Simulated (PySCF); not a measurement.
**Partial charges of `F[C@@H]1C[Si@H](O[SiH3])C[SiH2]1`**

Species: C3H11FOSi3.
Z-matrix (Å and degrees, GFN2-xTB geometry), rows numbered from 1:
```
F 
C   1  1.4000
C   2  1.5259  1  108.66
Si  3  1.9078  2  108.92  1   -78.58
O   4  1.6189  3  111.95  2    78.41
Si  5  1.6311  4  149.06  3   -49.68
C   4  1.9086  3   99.27  2   -38.24
Si  7  1.9022  4  106.38  3    21.83
H   2  1.0962  1  104.21  3   118.69
H   3  1.0907  2  109.60  1    45.50
H   3  1.0901  2  107.84  1   161.83
H   4  1.4599  3  114.65  2  -164.15
H   6  1.4577  5  108.59  4    70.27
H   6  1.4619  5  102.03  4  -170.44
H   6  1.4623  5  108.29  4   -51.94
H   7  1.0873  4  110.76  3   -98.41
H   7  1.0872  4  111.04  3   143.74
H   8  1.4625  2  108.44  1   -24.24
H   8  1.4702  2  108.66  1  -145.50
```

Density: PBE0/pcSseg-1 (PySCF); schemes: Mulliken, IAO, Hirshfeld and ESP-fitted. Geometry: GFN2-xTB, one conformer, isolated molecule.

What partial charge does each atom carry?

In e; atoms taken as equivalent share a row and are averaged (×n: the atom named and its like, n in all):

| atom | environment | Mulliken | IAO | Hirshfeld | ESP-fitted |
| --- | --- | --- | --- | --- | --- |
| F1 | alkyl fluorine | -0.344 | -0.338 | -0.111 | -0.278 |
| C2 | sp3 C–F carbon | -0.102 | -0.082 | -0.024 | +0.171 |
| C3 | sp3 carbon bound to silicon | -0.566 | -0.588 | -0.179 | -0.352 |
| Si4 | oxygen-bound silicon | +1.117 | +1.141 | +0.426 | +0.595 |
| O5 | siloxane oxygen | -0.744 | -0.877 | -0.303 | -0.434 |
| Si6 | oxygen-bound silicon | +0.715 | +0.882 | +0.384 | +0.555 |
| C7 | sp3 carbon bound to silicon | -0.911 | -0.863 | -0.257 | -0.442 |
| Si8 | SiH2 silicon | +0.664 | +0.738 | +0.333 | +0.384 |
| H9 | methine hydrogen | +0.125 | +0.142 | +0.037 | +0.040 |
| H10 | methylene hydrogen | +0.155 | +0.160 | +0.041 | +0.116 |
| H11 | methylene hydrogen | +0.144 | +0.155 | +0.047 | +0.087 |
| H12 | Si–H hydrogen | -0.106 | -0.144 | -0.082 | -0.137 |
| H13/H14/H15 | Si–H hydrogen | -0.119 | -0.145 | -0.081 | -0.109 |
| H16 | methylene hydrogen | +0.172 | +0.169 | +0.041 | +0.111 |
| H17 | methylene hydrogen | +0.176 | +0.170 | +0.041 | +0.119 |
| H18 | Si–H hydrogen | -0.059 | -0.107 | -0.071 | -0.091 |
| H19 | Si–H hydrogen | -0.080 | -0.124 | -0.079 | -0.117 |

Mean size of the charges over all atoms: IAO 0.374 e, Mulliken 0.344 e, ESP-fitted 0.229 e, Hirshfeld 0.142 e. Each set sums to the total charge, 0, to within 0.001 e. The Hirshfeld scheme divides the density at each point in proportion to the densities of the neutral, spherically averaged free atoms.

Some averages cover members that differ in this geometry: H13/H14/H15, ESP-fitted -0.127 to -0.094 e.

Lowest charge. The schemes don't all agree: Mulliken C7 (-0.911); IAO O5 (-0.877); Hirshfeld O5 (-0.303); ESP-fitted C7 (-0.442).

Highest charge. All schemes agree: Mulliken Si4 (+1.117); IAO Si4 (+1.141); Hirshfeld Si4 (+0.426); ESP-fitted Si4 (+0.595).

How closely do the schemes follow one another over all atoms?

Correlation coefficient and root-mean-square difference: Mulliken with IAO 1.00, 0.058 e; IAO with Hirshfeld 0.99, 0.319 e; IAO with ESP-fitted 0.97, 0.236 e; Hirshfeld with ESP-fitted 0.97, 0.111 e; Mulliken with Hirshfeld 0.97, 0.290 e; Mulliken with ESP-fitted 0.96, 0.210 e.

Sum the charges by element, for elements with more than one atom.

```json
{"element": "C", "atoms": "3", "Mulliken": "-1.579", "IAO": "-1.533", "Hirshfeld": "-0.461", "ESP-fitted": "-0.623"}
{"element": "Si", "atoms": "3", "Mulliken": "+2.496", "IAO": "+2.761", "Hirshfeld": "+1.143", "ESP-fitted": "+1.534"}
{"element": "H", "atoms": "11", "Mulliken": "+0.170", "IAO": "-0.012", "Hirshfeld": "-0.268", "ESP-fitted": "-0.199"}
```

How many electrons does the IAO scheme count on C3?

Z − q = 6 − (-0.588) = 6.588.
